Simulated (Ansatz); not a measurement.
Cost and result for the atomization energy of CH6N2O2Si, SMILES `N=C(O)[SiH](N)O` (12 atoms, 11 bonds).

Cartesian coordinates in Å:
```
N -1.577 -0.320 1.290
C -0.640 0.412 0.862
O -0.607 1.720 1.212
Si 0.803 -0.093 -0.267
N 0.319 -1.467 -1.142
O 1.141 1.216 -1.200
H -1.472 -1.270 0.942
H -1.373 1.875 1.786
H 1.973 -0.515 0.541
H -0.410 -1.423 -1.836
H 0.982 -2.195 -1.348
H 0.861 2.061 -0.839
```

The species carries charge 0 and has multiplicity 1. Geometry: relaxed with PBE0-D4/def2-TZVP. It is one conformer, not always the lowest. Program: Ansatz. All runs use 4 threads of an Arm Neoverse V2 on a shared host. Times are those of one run each, without the atoms' runs, and a repeat can differ threefold. Electronic energies, without spin–orbit coupling; frozen cores. CCSD(T)/CBS adds CCSD(T) − MP2 in def2-TZVPP to the MP2 limit, and its time is that of the two runs behind it. T1 = 0.013. B3LYP takes the VWN-RPA correlation (the form of Gaussian; ORCA's B3LYP/G).

CCSD(T)/CBS is a level of theory with its own doubt, some kJ/mol a heavy atom from the limit and from the frozen cores, so smaller differences don't rank the functionals.

```
                             level  functions  atomization (kJ/mol)  difference from CCSD(T)/CBS  per bond
  ωB97M-V/def2-TZVPP (with forces)        281                4652.2                         19.2       1.7
r2SCAN-D4/def2-TZVPP (with forces)        281                4618.1                        -14.9      -1.4
                ωB97X-V/def2-TZVPP        281                4646.0                         13.0       1.2
                 B2PLYP/def2-TZVPP        281                4577.4                        -55.6      -5.1
                    MP2/def2-QZVPP        535                4681.7                         48.7       4.4
 B3LYP-D4/def2-TZVPP (with forces)        281                4632.4                         -0.6      -0.1
   PBE-D4/def2-TZVPP (with forces)        281                4755.3                        122.3      11.1
                PBE0-D4/def2-TZVPP        281                4610.9                        -22.1      -2.0
                 CCSD(T)/CBS(def2)          –                4633.0                          0.0       0.0
                CCSD(T)/def2-TZVPP        281                4472.0                       -161.0     -14.6
```

Order the runs by time, with rough figures. (Best estimate.)

Ansatz gave: PBE-D4/def2-TZVPP (with forces) 2.8 s; PBE0-D4/def2-TZVPP 3 s; B3LYP-D4/def2-TZVPP (with forces) 4.6 s; r2SCAN-D4/def2-TZVPP (with forces) 4.7 s; B2PLYP/def2-TZVPP 6 s; ωB97X-V/def2-TZVPP 7.5 s; ωB97M-V/def2-TZVPP (with forces) 11 s; MP2/def2-QZVPP 25 s; CCSD(T)/def2-TZVPP 4.5 min; CCSD(T)/CBS(def2) 4.9 min.

The D4 term adds +41.3 kJ/mol with B3LYP and +21.8 kJ/mol with PBE0; it sums over pairs of atoms, weighted by their polarisabilities, and B3LYP, whose exchange is more repulsive, gets the larger term. From PBE to PBE0 (25 % exact exchange), in def2-TZVPP and without D4, the atomization energy moves by −140.4 kJ/mol: exact exchange takes away binding that semilocal exchange gives to molecules. In def2-TZVPP, CCSD(T) changes the Hartree–Fock value by +1395.4 kJ/mol (the triples alone add +89.6 kJ/mol) and MP2 by +1508.9 kJ/mol; breaking electron pairs costs correlation energy, which Hartree–Fock lacks.
